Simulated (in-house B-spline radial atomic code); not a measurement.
# Solving the quasi-particle equation for 5s up of Cd II (Cd+)

Configuration [Kr] 4d10 5s1, highest spin, start LDA VWN5; correlation leaves out the 3 deepest shells. Computed with an all-electron radial atomic-structure program (B-spline basis): all electrons, scalar-relativistic (spin-free one-electron X2C), finite nucleus, each spin shell either full or empty, empty states to l = 9 with an (l + 1/2)⁻⁴ tail; G0W0 by contour deformation at full frequency.

RPA overbinds a lone outer s electron by self-correlation, and G0W0 tends to as well.

At the mean-field level ε = -13.798 eV the matrix elements are Σx = -13.395 eV, v_xc = -11.225 eV and Σc(ε) = -1.917 eV, and the slope of the correlation self-energy is dΣc/dω = -0.0742. The quasi-particle energy solves E = ε + Σx − v_xc + Σc(E).

Question: What does the linearised equation give?

Answer: Z = 1/(1 − dΣc/dω) = 1/1.0742 = 0.9309. The first-order shift is Σx − v_xc + Σc(ε) = -13.395 − (-11.225) + (-1.917) = -4.087 eV, so E ≈ ε + Z × shift = -13.798 + 0.9309 × (-4.087) = -17.603 eV.

Question: How does that compare with the full solution and with static screening?

Answer: Solving the equation at full frequency dependence gives E = -17.607 eV, where Σc = -1.638 eV and the weight is 0.929; the linearised value is off by 5 meV. Leaving Z out would give -17.885 eV. Static COHSEX puts -3.333 eV in place of Σc and gives -19.301 eV, 1.69 eV deeper. The tabulated removal energy is 16.908 eV (NIST, measured); the run leaves out spin-orbit coupling, Breit and QED terms.
